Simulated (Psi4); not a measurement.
H₃AlClNO (SMILES [NH2][Al]([OH])[Cl]), singlet, at a GFN2-xTB geometry (such geometries of metal compounds can be far from the true shape); PBE/6-31G, TDA (Psi4 1.11).

Input for Psi4:
```
memory 2 GB

molecule mol {
0 1
  Al   -0.344621    0.029596    0.153292
  Cl    1.536900   -0.192687   -0.572725
  O    -0.721197   -0.639938    1.603217
  H    -1.010278   -0.996525    2.428700
  N    -1.563242    0.935345   -0.768364
  H    -2.514073    1.085004   -0.469674
  H    -1.410611    1.374541   -1.662678
symmetry c1
}

set basis 6-31g
set reference rks
set puream true
set save_jk true
set tdscf_states [5]
set tdscf_tda true
set d_convergence 1e-8

energy('td-pbe')
print_variables()
```

Problem. What does Psi4 print? Leave out banner, timings and long lists.

Solution. 
```
   => Loading Basis Set <=

    Name: 6-31G
    Role: ORBITAL
    Keyword: BASIS

         ---------------------------------------------------------
                                   SCF
               by Justin Turney, Rob Parrish, Andy Simmonett
                          and Daniel G. A. Smith
                              RKS Reference
         ---------------------------------------------------------

  ==> Geometry <==

    Molecular point group: c1
    Full point group: C1

    Geometry (in Angstrom), charge = 0, multiplicity = 1:

       Center              X                  Y                   Z               Mass
    ------------   -----------------  -----------------  -----------------  -----------------
         AL          -0.408281637281     0.046475505429     0.160756886713    26.981538530000
         CL           1.473239362719    -0.175807494571    -0.565260113287    34.968852682000
         O           -0.784857637281    -0.623058494571     1.610681886713    15.994914619570
         H           -1.073938637281    -0.979645494571     2.436164886713     1.007825032230
         N           -1.626902637281     0.952224505429    -0.760899113287    14.003074004430
         H           -2.577733637281     1.101883505429    -0.462209113287     1.007825032230
         H           -1.474271637281     1.391420505429    -1.655213113287     1.007825032230

  Running in c1 symmetry.

  Rotational constants: A =      0.21245  B =      0.11045  C =      0.07267 [cm^-1]
  Rotational constants: A =   6369.00285  B =   3311.13686  C =   2178.54708 [MHz]
  Nuclear repulsion =  200.917970172479727

  Charge       = 0
  Multiplicity = 1
  Electrons    = 48
  Nalpha       = 24
  Nbeta        = 24

  ==> Algorithm <==

  SCF Algorithm Type is DF.
  DIIS enabled.
  MOM disabled.
  Fractional occupation disabled.
  Guess Type is SAD.
  Energy threshold   = 1.00e-06
  Density threshold  = 1.00e-08
  Integral threshold = 1.00e-12

  ==> Primary Basis <==

  Basis Set: 6-31G
    Blend: 6-31G
    Number of shells: 30
    Number of basis functions: 50
    Number of Cartesian functions: 50
    Spherical Harmonics?: true
    Max angular momentum: 1

  ==> DFT Potential <==

   => LibXC <=

    Version 7.1.2
    S. Lehtola, C. Steigemann, M. J. T. Oliveira, and M. A. L. Marques,  SoftwareX 7, 1–5 (2018) (10.1016/j.softx.2017.11.002)

   => Composite Functional: PBE <=

    PBE GGA Exchange-Correlation Functional

[...]
  @DF-RKS Final Energy:  -833.97241780542868
    Total Energy =                       -833.9724178054286767
[...]
     1        A->A (1 A)       0.18373         4.99945        -833.78869       0.0264          0.0132         -0.0000         -0.0000
     2        A->A (1 A)       0.22842         6.21557        -833.74400       0.0248          0.0235          0.0000          0.0000
     3        A->A (1 A)       0.23581         6.41672        -833.73661       0.0062          0.0049         -0.0000          0.0000
     4        A->A (1 A)       0.24632         6.70280        -833.72609       0.0067          0.0075         -0.0000         -0.0000
     5        A->A (1 A)       0.25750         7.00685        -833.71492       0.0014          0.0277         -0.0000         -0.0000

Contributing excitations
Only contributions with abs(coeff) > 1.00e-01 will be printed:

Excited State    1 (1 A):   0.18373 au   248.00 nm f = 0.0264
  Sums of squares: Xssq =  1.000000e+00
     24a  ->  25a     0.996509 (99.303%)

Excited State    2 (1 A):   0.22842 au   199.47 nm f = 0.0248
  Sums of squares: Xssq =  1.000000e+00
     23a  ->  25a     0.980677 (96.173%)
     24a  ->  26a     0.161172 ( 2.598%)

Excited State    3 (1 A):   0.23581 au   193.22 nm f = 0.0062
  Sums of squares: Xssq =  1.000000e+00
     22a  ->  25a    -0.991661 (98.339%)

Excited State    4 (1 A):   0.24632 au   184.97 nm f = 0.0067
  Sums of squares: Xssq =  1.000000e+00
     21a  ->  25a     0.744856 (55.481%)
     24a  ->  26a    -0.646110 (41.746%)

Excited State    5 (1 A):   0.25750 au   176.95 nm f = 0.0014
  Sums of squares: Xssq =  1.000000e+00
     20a  ->  25a    -0.204502 ( 4.182%)
     24a  ->  27a    -0.965277 (93.176%)
     24a  ->  28a     0.143242 ( 2.052%)

******************************************************************************************
**********                               WARNING                                **********
**********       The names of excited state variables changed between 1.5       **********
**********     and 1.6. For a quick solution, remove the symmetry specifier     **********
**********   from the variable name. For full details, see 'Notes on Psivars'   **********
**********                        in the documentation.                         **********
******************************************************************************************

  Variable Map:
  ----------------------------------------------------------------------------
[...]
  Array Variable Map:
  ----------------------------------------------------------------------------
[...]
[...]
```
